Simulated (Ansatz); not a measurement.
Program: Ansatz 0.2.0.

A structure relaxed at PBE0-D4/def2-TZVP, charge 0, multiplicity 1:

Cartesian coordinates in Å:
```
Cl -1.753 0.969 0.682
Ge 0.000 0.000 0.000
Cl 0.814 1.078 -1.629
Cl 1.416 -0.082 1.570
Cl -0.477 -1.965 -0.623
```

(1) Give its formula and SMILES.

(2) Point group (tolerance 0.08 Å, 0.16 Å for H)?

(3) Summarise the bond lengths by kind.

Results:

(1) Cl4Ge, `[Cl][Ge]([Cl])([Cl])[Cl]` (germanium tetrachloride).

(2) Td.

(3) 4 × Cl–Ge 2.116 Å.
